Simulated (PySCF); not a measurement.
Two-dimensional NMR puzzle

Compound of formula C₇H₁₁NSi₂. Correlations simulated from computed shifts and the bond graph:

HSQC (one-bond C–H):
| δH | δC |
| --- | --- |
| 7.45 | 137.2 |
| 7.20 | 109.8 |
| 6.82 | 122.3 |
| 3.62 | 26.4 |

COSY cross peaks (H two or three bonds apart, from the bond graph; peaks can be absent where the dihedral angle is near 90°):
| δH | δH |
| --- | --- |
| 7.45 | 7.20 |
| 7.45 | 6.82 |

HMBC (two and three bonds, from the bond graph):
| δH | δC |
| --- | --- |
| 7.45 | 141.6, 135.4, 122.3, 109.8 |
| 7.20 | 137.2, 135.4, 122.3, 115.1, 26.4 |
| 6.82 | 141.6, 137.2, 115.1, 109.8 |
| 4.97 | 141.6 |
| 3.62 | 141.6, 135.4, 115.1, 109.8 |

Carbons without hydrogens: δ 141.6, 135.4, 115.1.

Calculated, not measured (PySCF 2.14): PBE0/pcSseg-1 with gauge-including orbitals, GFN2-xTB structure. No solvent, non-relativistic, single conformer, equivalent nuclei averaged.

δ = σ(ref) − σ, references computed at the same level: ¹H, ¹³C against TMS.

Exchangeable hydrogens are left out of these lists.

Problem. Assemble the structure.

Solution. `[SiH3]N([SiH3])c1cccc2c1C2`.

Atoms are numbered as in `[SiH3:1][N:2]([SiH3:3])[c:4]1[cH:5][cH:6][cH:7][c:8]2[c:9]1[CH2:10]2` (H(Xn): hydrogen on atom n).

1. δC 141.6 is C4, an aromatic carbon bearing nitrogen.
2. δC 137.2 is C6, an aromatic CH (δH 7.45).
3. δC 135.4 is C8, a substituted aromatic carbon.
4. δC 122.3 is C5, an aromatic CH (δH 6.82).
5. δC 115.1 is C9, a substituted aromatic carbon.
6. δC 109.8 is C7, an aromatic CH (δH 7.20).
7. δC 26.4 is C10, a three-membered-ring carbon (δH 3.62).
8. HMBC from δH 7.45 reaches the proton-free carbons C4, C8.
9. HMBC from δH 7.20 reaches the proton-free carbons C8, C9.
10. HMBC from δH 6.82 reaches the proton-free carbons C4, C9.
11. HMBC from δH 4.97 reaches the proton-free carbon C4.
12. COSY links 7.45–7.20, 7.45–6.82.

The shifts were computed for this structure.

Shifts are as computed. Against solution values, carbons near 30 ppm lie about +3 ppm off and those near 130 ppm about +5 ppm. Of 1211 compounds with measured shifts, 218 miss one by over three times the rms of a fit or turn the order of signals round; such compounds aren't used in these exercises.
